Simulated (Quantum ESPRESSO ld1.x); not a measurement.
Values are calculated unless marked as measured or tabulated.
Problem. The mean radii <r> (bohr) of the occupied orbitals of an atom or ion are listed with their occupations. Level of theory: scalar-relativistic Kohn-Sham, LDA (Slater exchange, Perdew-Zunger correlation), spin-polarised, spherical densities, point nucleus (ld1.x of Quantum ESPRESSO 7.5).

orbital  occ.      <r>
1s up       1  0.02970
1s down     1  0.02969
2s up       1   0.1251
2s down     1   0.1253
2p up       3   0.1085
2p down     2   0.1086

Name the element and its charge. Open shells, if any, are filled with parallel spins first.

Solution. Z = 49, indium, charge +40: In40+ in [He] 2s2 2p5. The 1s radius gives Z: for a bare nucleus <r> = (2 gamma + 1)/(2Z) with gamma = sqrt(1 - (Z/c)^2), 0.02926 bohr for Z = 49, and screening makes it slightly larger (0.02970 here). The occupations add up to 9, and the charge is Z minus that.
